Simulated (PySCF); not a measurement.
RbI, SMILES [Rb][I].

The structure is a stationary point at B3LYP-D3(BJ)/def2-TZVPD. The def2 effective core potentials stand for the cores of I, Rb; spin–orbit coupling is left out.

Method: PBE/def2-TZVPD in PySCF.

The molecule is in vacuum.

Question: Estimate the frontier levels, gap, dipole moment and polarisability. (An estimate is asked for; the answer gives what the named calculation found.)

Answer: 
The highest occupied level comes out as -4.34 eV and the lowest empty level is -2.06 eV. The orbital gap is 2.27 eV and the dipole moment is 2.379 e·Å. The quadrupole, principal values (traceless, Buckingham form, about the centre of nuclear charge) is -5.95, -5.95, 11.89 D·Å. The mean static polarisability is 83.0 bohr³ (12.30 Å³) and the polarisability, principal values is 68.7, 68.7, 111.5 bohr³.
